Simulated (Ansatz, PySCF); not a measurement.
CH6O3Si, SMILES O[Si](C)(O)O (connectivity only; charge and spin as stated), charge -1, multiplicity 2. Atoms are numbered in the order given.

```xyz
11

O     -1.6835     0.3754     0.6200
Si     0.0443    -0.0247     0.1747
O     -0.4204    -0.6725    -1.3669
O      0.4759     1.6498     0.0261
C      1.8785    -0.6684     0.0686
H     -1.8558    -0.0654     1.4638
H     -1.3797    -0.5761    -1.4322
H     -0.3231     2.1612     0.2102
H      2.4717    -0.3128     0.9264
H      1.9101    -1.7697     0.0521
H      2.3417    -0.2870    -0.8643
```
Charge -1, spin multiplicity 2.

Coordinates come from a TPSSh-D3(BJ)/def2-SVPD optimisation. The values are those of a single conformer.

Two levels are set side by side: PBE-D3(BJ)/def2-SVPD (Ansatz, a first-principles code) and TPSSh-D3(BJ)/def2-SVPD (PySCF). Each level has its own optimised geometry; the coordinates shown are those of the second. Differences are taken from unrounded values.

```json
[
 {"quantity": "mean bond length (Å)", "TPSSh-D3(BJ)": "1.346"},
 {"quantity": "bond O1–Si2 (Å)", "TPSSh-D3(BJ)": "1.829"},
 {"quantity": "bond Si2–O3 (Å)", "TPSSh-D3(BJ)": "1.736"},
 {"quantity": "bond Si2–O4 (Å)", "TPSSh-D3(BJ)": "1.736"},
 {"quantity": "bond Si2–C5 (Å)", "TPSSh-D3(BJ)": "1.947"},
 {"quantity": "bond O1–H6 (Å)", "TPSSh-D3(BJ)": "0.967"},
 {"quantity": "bond O3–H7 (Å)", "TPSSh-D3(BJ)": "0.966"},
 {"quantity": "bond O4–H8 (Å)", "TPSSh-D3(BJ)": "0.966"},
 {"quantity": "bond C5–H9 (Å)", "TPSSh-D3(BJ)": "1.102"},
 {"quantity": "bond C5–H10 (Å)", "TPSSh-D3(BJ)": "1.102"},
 {"quantity": "bond C5–H11 (Å)", "TPSSh-D3(BJ)": "1.109"}
]
```

Q: What does PBE-D3(BJ) give, and how far is it from TPSSh-D3(BJ)? (An estimate is asked for; the answer gives what the named calculation found.)

A: 
```csv
quantity,PBE-D3(BJ),PBE-D3(BJ) minus TPSSh-D3(BJ)
mean bond length (Å),1.345,-0.001
bond O1–Si2 (Å),1.793,-0.036
bond Si2–O3 (Å),1.738,0.002
bond Si2–O4 (Å),1.738,0.002
bond Si2–C5 (Å),1.929,-0.017
bond O1–H6 (Å),0.978,0.011
bond O3–H7 (Å),0.972,0.005
bond O4–H8 (Å),0.972,0.005
bond C5–H9 (Å),1.107,0.005
bond C5–H10 (Å),1.107,0.005
bond C5–H11 (Å),1.118,0.009
```

Here PBE gives about what the other level gives.
